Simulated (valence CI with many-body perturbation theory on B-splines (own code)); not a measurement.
Sensitivity of CI+MBPT for Pm⁵⁶⁺

Calculated by valence CI with perturbative core correlation (CI+MBPT): three valence electrons over a frozen Dirac-Fock core [He], radial functions for each j: 6 s, 6 p, 5 d, 3 f, 1 g, with the one-electron correlation potential Σ1 (screened to all orders), the two-electron term Σ2, the three-electron term Σ3, Breit, model QED; selected single and double excitations, second order for the rest, scaled by the run's own slope (own B-spline code, finite nucleus).

The last digits are not significant, and no measured levels were compared; by estimate large intervals hold to a few tenths of a per cent, small ones and those within an open d or f shell to about a per cent.

The reference run has the lowest level (2s^2 2p1/2) J=1/2 and an ionisation energy of 12130.7 eV. Its largest variational space holds 3599 state functions.

Levels are named by their leading jj configuration (3d3/2^4 stands for four electrons in 3d with j = 3/2), which in mixed levels can hold well under half, so a name can repeat and another be missing. Letters in brackets count levels of one name in rising energy.

Changed runs:
A. cutoff of virtual states (hartree) 7442 → 11580
B. size limit of the variational space 10000 → 3000; second order for the rest on → off
C. screening of Σ1 on → off
D. scale of Σ1 1 → 0 (bad on purpose)

Excitation energies of the reference run in cm⁻¹, and shifts in cm⁻¹:

```
                     Level  Reference       A     B        C      D
        (2s 2p1/2^2) J=1/2    1591100     +58     0     +0.6  +2306
        (2s^2 2p3/2) J=3/2    4948890     +64     0     -0.4  -1018
(2s 2p1/2 2p3/2) J=3/2 [a]    6058990    +116     0     +0.2  +1253
    (2s 2p1/2 2p3/2) J=5/2    6345500    +119  +0.1     +0.2  +1252
    (2s 2p1/2 2p3/2) J=1/2    6802800    +120  +0.1     +0.2  +1263
(2s 2p1/2 2p3/2) J=3/2 [b]    6812970    +120  +0.1     +0.2  +1251
     (2p1/2^2 2p3/2) J=3/2    8490960    +165     0     +0.7  +3507
        (2s 2p3/2^2) J=5/2   11153200    +178  +0.1     -0.2   +190
        (2s 2p3/2^2) J=1/2   11843100    +181     0     -0.2   +178
        (2s 2p3/2^2) J=3/2   11850600    +182  +0.3     -0.2   +191
     (2p1/2 2p3/2^2) J=3/2   13136000    +225  +0.1     +0.4  +2511
     (2p1/2 2p3/2^2) J=5/2   13307700    +226  +0.1     +0.3  +2508
    Ionisation energy (eV)    12130.7  +0.015     0  -0.0012  -0.45
```
